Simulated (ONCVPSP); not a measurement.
## Ranking ONCV potentials for Zr

All share these settings but for the change named:

ONCVPSP 4.0.1 input, shortened (lines: element, Z, core and valence counts, functional; n l f; lmax; l rc ep ncon nbas qcut; lloc lpopt rc5 dvloc0; l nproj debl; icmod fcfact rcfact), PBE, scalar-relativistic:

```
  Zr 40.00    6    5        4      upf
    1    0    2.00
    2    0    2.00
    2    1    6.00
    3    0    2.00
    3    1    6.00
    3    2   10.00
    4    0    2.00
    4    1    6.00
    4    2    2.00
    5    0    1.00
    5    1    1.00
    2
    0    2.05    0.00    4    7    5.80
    1    2.55    0.00    4    7    4.30
    2    1.85    0.00    5    9    5.20
    4    5    1.60    2.00
    0    2    1.70
    1    3    0.80
    2    1    3.60
    3    5.75    1.75
```

Cutoff: the first of the cutoffs (Ha) at which the residual kinetic energy of the hardest occupied pseudo-wave falls to 1 and 0.1 mHa per electron; the density cutoff is not measured.

The base gives 14 Ha.

Of 5 variants that were run, those that failed, showed a ghost or another fault, or gave nearly equal values are left out.

A variant can come out equal or close to the base.

Task: Rank these variants from softest to hardest (loose cutoff).
A. s: qcut 8.9
B. p: rc 3.6
C. all radii but the core radius scaled by about 1.21 (s 2.48, p 3.08, d 2.24 bohr); local potential polynomial inside 1.94 bohr (lpopt 5, dvloc0 2 Ha)

Result: C (12 Ha), B (14 Ha), A (19 Ha).
